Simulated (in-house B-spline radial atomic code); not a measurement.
RPA and G0W0 on BLYP: Br2+

Configuration [Ar] 3d10 4s2 4p3, highest spin, mean-field start BLYP. Computed with an all-electron radial atomic-structure program (B-spline basis): all electrons, scalar-relativistic (spin-free one-electron X2C), finite nucleus, each spin shell either full or empty, empty states to l = 9 with an (l + 1/2)⁻⁴ tail; G0W0 by contour deformation at full frequency.

Command:
```bash
python run_gw.py task.json out
```
Settings (radii: box in bohr, nucleus in fm):
```
Z                        35
electrons                33
configuration            [Ar] 3d10 4s2 4p3
hamiltonian              x2c
method                   b88,lyp
lmax                     9
rms_radius               4.1629
spin_polarised           True
box_radius               17.55
intervals                70
```

Cost of the run: 3 s on 1 thread of Intel(R) Xeon(R) Platinum 8488C, on a shared host.

Energies (hartree):

```csv
term,value
mean-field total,-2605.18207
Hartree-Fock functional on these orbitals,-2603.33515
direct second order,-2.8416
second-order exchange,0.83113
SOSEX correction,0.76156
```

(1) What is the RPA correlation energy, and what remains with SOSEX?

Quasi-particle levels (eV):

| level | occupied | mean field | Σx - vxc | Σc | QP weight | G0W0 |
| --- | --- | --- | --- | --- | --- | --- |
| 4p up | yes | -29.090 | -6.04 | ? | ? | ? |
| 4s down | yes | -40.03 | -3.39 | -2.11 | 0.921 | -45.53 |
| 4p down | no | -26.456 | 7.37 | -2.82 | 0.927 | -21.905 |

G0W0 = mean field + (Σx - vxc) + Σc, with Σc (partial-wave tail included) taken at the quasi-particle energy. Only the outer levels were computed. Levels of low weight are left out.

(2) Where does G0W0 put 4p up?

Answers

(1) RPA gives -2.4535 hartree (-2.02 eV per electron); RPA + SOSEX gives -1.692, and the second-order doubles -2.0105 hartree (no singles). SOSEX takes back 31 % of the RPA value.

(2) At -35.29 eV, with Σc = -0.16 eV and a quasi-particle weight of 0.923. The tabulated removal energy is 34.871 ± 0.019 eV (NIST, measured); the calculation leaves out spin-orbit coupling, Breit and QED terms, and what these don't explain is the method's own error.
